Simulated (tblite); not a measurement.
Problem. What does the GFN2-xTB structure of `C[C@]1(S(=O)(=O)[O-])CCC1=S` look like in three dimensions? (Charge -1.)

Solution. 
Z-matrix in Å and degrees, rows numbered from 1:
```
C 
C   1  1.4988
S   2  1.9187  1  103.30
O   3  1.4479  2  104.84  1    55.40
O   3  1.4558  2  100.67  1   -63.71
O   3  1.4522  2  106.43  1   177.61
C   2  1.5274  1  125.51  3  -116.37
C   7  1.5404  2   87.61  1  -148.07
C   2  1.4434  1  125.61  3   122.61
S   9  1.6264  2  135.18  1   -28.08
H   1  1.0881  2  108.50  3    51.10
H   1  1.0924  2  111.56  3   172.57
H   1  1.0879  2  108.55  3   -66.71
H   7  1.0914  2  113.73  1   -33.46
H   7  1.0877  2  113.56  1    94.21
H   8  1.0899  7  111.98  2   -99.92
H   8  1.0905  7  117.88  2   130.24
```

The 4-membered ring C2–C7–C8–C9 has internal angles of 87.4° to 92.2° (sum 357°, against 360° for a flat polygon); it is puckered, 0.08 Å rms from its mean plane, widest ring torsion 13°. The 5 C–C bonds span 1.443 Å (C2–C9, drawn single) to 1.540 Å (C7–C8, drawn single), a spread of 0.097 Å. Of the pairs four or more bonds apart, O6···H16 is among the closest relative to their van der Waals radii: 2.29 Å, 84 % of the sum of Bondi's values. S3 (sulfonyl sulfur) is distorted tetrahedral (angles from 100.7° to 115.0°).

Structure optimised with GFN2-xTB, isolated species.

Point group: C1 (no symmetry element, even within 0.4 Å). Its GFN2-xTB frequencies are all real (lowest 62 cm⁻¹). Torsions: C1–C2–S3–O4 55°, C1–C2–C7–C8 -148°, C2–C7–C8–C9 12°, C7–C8–C9–S10 164°, C1–C2–C9–C8 148°.

Hardware: one thread of an Arm Neoverse N1, shared host with 64 logical CPUs at a one-minute load of 31. Cost: 1.2 s of wall time. This is the geometry optimisation.

One conformer stands for the species.

All values are computed, not measured.
